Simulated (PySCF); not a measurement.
Gallium: a sound run and one with changed settings

Sound run: Ga [Ar] 3d10 4s2 4p1, Ga+ [Ar] 3d10 4s2. All numbers are calculated (PySCF 2.14, the non-relativistic Hamiltonian (point nucleus), in def2-SVP (5s4p3d, 32 functions)). In the sound run the correlated levels freeze [Ar] 3d10. The sound run starts from symmetry-adapted Hartree-Fock orbitals and uses a fine grid where one is needed.

A second run was set up differently.

```tsv
species	method	sound run (hartree)	changed run (hartree)	converged
Ga	UHF	-1922.97414	-1900.72850	yes
Ga	TPSS	-1924.55031	-1901.88320	yes
Ga	M06-2X	-1924.55882	-1901.90082	yes
Ga	MP2	-1923.00351	-1900.74261	yes
Ga	CCSD(T)	-1923.01807	-1900.75372	yes
Ga+	UHF	-1922.77019	-1900.61973	yes
Ga+	TPSS	-1924.32931	-1901.74696	yes
Ga+	M06-2X	-1924.34274	-1901.76598	yes
Ga+	MP2	-1922.79468	-1900.64155	yes
Ga+	CCSD(T)	-1922.80665	-1900.65720	yes
```

Ionisation energy of Ga:

```json
{"method": "UHF", "sound run (eV)": "5.550", "changed run (eV)": "2.960"}
{"method": "TPSS", "sound run (eV)": "6.014", "changed run (eV)": "3.707"}
{"method": "M06-2X", "sound run (eV)": "5.880", "changed run (eV)": "3.669"}
{"method": "MP2", "sound run (eV)": "5.683", "changed run (eV)": "2.750"}
{"method": "SCS-MP2", "sound run (eV)": "5.662", "changed run (eV)": "2.708"}
{"method": "CCSD", "sound run (eV)": "5.738", "changed run (eV)": "2.626"}
{"method": "CCSD(T)", "sound run (eV)": "5.753", "changed run (eV)": "2.626"}
```

(1) What was changed?
A. minimal basis
B. all electrons correlated in a valence basis
C. too few SCF iterations
D. level shift left on

Results:

(1) A. It used basis STO-3G. A minimal basis cannot let orbitals breathe on ionisation and holds almost no correlation.
